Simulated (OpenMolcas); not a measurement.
# Ni3+: effect of the ligand basis

Ni3+ with 6 ligands (fluoride) in octahedral coordination (Oh) at 1.91 Å. A charge of +0.5 e stands 3.2 Å behind each ligand.

- Program: OpenMolcas
- Method: CASSCF
- Spin-orbit coupling: state interaction with AMFI integrals over the reference wave functions

Fixed: metal basis ANO-RCC-VTZP, active space 7 electrons in 5 orbitals (3d), DKH2 Hamiltonian.

States (labels of O, the rotations of Oh). Energies in cm-1 above the lowest state or level, χT in cm3 K/mol; under a threefold ground state the first gap can be a small split of the lowest multiplet, not the spin-orbit step; 10Dq and B are least-squares fits to the states below 45000 cm-1, weighted by degeneracy, with a free offset, and given where the rms deviation is under 5 % of |10Dq| (or 100 cm-1) and under 700 cm-1.

| Run | Ligand basis | Ground state | First state of that spin | 10Dq | B (rms of fit) | First gap with spin-orbit (degeneracies) | χT at 300 K | First state of another spin | Cost |
| --- | --- | --- | --- | --- | --- | --- | --- | --- | --- |
| A | ANO-RCC-VDZP | 4T1 | 4T2 8164 | 9961 | 1312 (302) | 473.6 (2, 4) | 3.424 | 2E 14153 | roughly 27 core-seconds |
| B | ANO-RCC-VTZP | 4T1 | 4T2 8055 | 9844 | 1315 (297) | 474.2 (2, 4) | 3.432 | 2E 14293 | roughly 90 core-seconds |

Against A, |10Dq| changes by -1.2 % in B.

Costs are those of the RASSCF and RASSI steps.

An orbital triplet at a regular site is open to Jahn-Teller coupling, which can distort the site and quench the lowest spin-orbit gaps and is left out. Without dynamic correlation the repulsion within the d shell is too large (B by tens of per cent), so at a given field states of lower spin stand too high. This shell can be high or low spin here, a state of another spin lies low, and with metal d orbitals alone active their balance is uncertain, so the ground spin may be wrong. Ligand-to-metal charge-transfer states are missing. With no ligand orbital active B as a rule stays too high, so bands that hang on it stand too high and its fall with covalency is understated. With metal d orbitals alone and no dynamic correlation the field as a rule comes out too small, by tens of per cent, by up to half for chloride and softer ligands, and with too little covalency χT stands high. No measured value stands beside these numbers; the geometry is a model, was not optimised and need not be the one that this ion takes.
